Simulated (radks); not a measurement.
Values are calculated unless marked as measured or tabulated.
Task: The mean radii <r> (bohr) of the occupied orbitals of an atom or ion are listed with their occupations. Level of theory: Dirac Kohn-Sham, PBE, spin-unpolarised, spherical densities, finite nucleus; Fermi nuclear charge, rms radius of each element as measured or else 0.836 A^(1/3) + 0.57 fm (a radial shooting solver on a logarithmic mesh with Libxc functionals).

| orbital | occ. | <r> |
|---|---|---|
| 1s1/2 | 2 | 0.01606 |
| 2s1/2 | 2 | 0.06692 |
| 2p1/2 | 2 | 0.05488 |
| 2p3/2 | 4 | 0.06380 |
| 3s1/2 | 2 | 0.1740 |
| 3p1/2 | 2 | 0.1644 |
| 3p3/2 | 4 | 0.1807 |
| 3d3/2 | 4 | 0.1570 |
| 3d5/2 | 6 | 0.1619 |
| 4s1/2 | 2 | 0.3842 |
| 4p1/2 | 2 | 0.3853 |
| 4p3/2 | 4 | 0.4198 |
| 4d3/2 | 4 | 0.4245 |
| 4d5/2 | 6 | 0.4356 |
| 5s1/2 | 2 | 0.8523 |
| 4f5/2 | 6 | 0.4505 |
| 4f7/2 | 8 | 0.4568 |
| 5p1/2 | 2 | 0.9087 |
| 5p3/2 | 4 | 0.9971 |
| 5d3/2 | 3.6 | 1.228 |
| 5d5/2 | 5.4 | 1.267 |
| 6s1/2 | 1 | 2.045 |
| 6p1/2 | 0.333333 | 2.348 |
| 6p3/2 | 0.666667 | 2.564 |

Name the element and its charge. Open shells, if any, are shared by 2j + 1.

Result: Z = 82, lead, charge +3: Pb3+ in [Xe] 4f14 5d9 6s1 6p1. The 1s radius gives Z: for a bare nucleus <r> = (2 gamma + 1)/(2Z) with gamma = sqrt(1 - (Z/c)^2), 0.01587 bohr for Z = 82, and screening makes it slightly larger (0.01606 here). The occupations add up to 79, and the charge is Z minus that.
